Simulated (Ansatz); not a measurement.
Consider the ligand exchange at the Si–O bond: `O[SiH2][SiH2]F` + HCl → `F[SiH2][SiH2]Cl` + H₂O.

Isolated molecules relaxed with PBE0-D4/def2-TZVP in Ansatz; ΔE leaves out vibrations. CBS: def2 TZ/QZ extrapolation, frozen cores. One conformer a species, not always the lowest.

`O[SiH2][SiH2]F`:

Cartesian coordinates in Å:
```
O 1.584 -0.968 -0.531
Si 0.843 0.387 0.059
Si -1.444 -0.147 0.095
F -2.248 1.122 0.672
H 2.537 -0.957 -0.630
H 1.099 1.575 -0.805
H 1.330 0.729 1.427
H -1.731 -1.306 0.979
H -1.969 -0.435 -1.265
```

HCl:

```xyz
2

Cl    0.039   -0.509   -0.385
H    -0.039    0.509    0.385
```

`F[SiH2][SiH2]Cl`:

```xyz
8

F    -0.339    1.371   -1.878
Si   -0.176    1.136   -0.298
Si    0.164   -1.140    0.149
Cl    0.354   -1.254    2.203
H     0.986    1.931    0.174
H    -1.413    1.611    0.373
H     1.408   -1.669   -0.463
H    -0.983   -1.987   -0.260
```

H₂O:

```xyz
3

O    -0.030   -0.009    0.388
H     0.602    0.486   -0.138
H    -0.572   -0.478   -0.250
```

```csv
species,SCS-MP2/def2-QZVPP energy (Eh)
`O[SiH2][SiH2]F`,-756.12001
HCl,-460.33756
`F[SiH2][SiH2]Cl`,-1140.11431
H₂O,-76.34808
```

(1) Work out ΔE.

Largest T1 diagnostic among the species: 0.012.

Answers

(1) ΔE = (-1140.11431) + (-76.34808) − (-756.12001) − (-460.33756) = -0.00482 Eh = -0.13 eV. CCSD(T)/CBS gives -0.17 eV.

In def2-TZVPP, CCSD(T) changes the Hartree–Fock value by −0.05 eV (the triples alone add −0.01 eV) and MP2 by −0.08 eV.
